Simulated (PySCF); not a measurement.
**Radial density of Al⁺ (aluminium, charge +1)**

B3LYP, [Ne] 3s2, closed-shell 1S. All numbers are calculated (PySCF 2.14, the spin-free X2C one-electron Hamiltonian (Gaussian nucleus), in cc-pVDZ-DK (4s3p1d, 18 functions)).

```csv
r (bohr),4πr²ρ (e/bohr)
0.00179,0.06175
0.00301,0.1662
0.00506,0.4294
0.00851,1.082
0.0143,2.584
0.0241,5.603
0.0405,10.27
0.0681,14.29
0.115,13.00
0.193,8.632
0.324,10.88
0.545,11.93
0.917,4.447
1.54,1.134
2.59,0.7989
4.36,0.09689
7.34,0.001107
```

Densities and radii are taken from the X2C orbitals without a picture-change correction, which distorts them close to the nucleus.
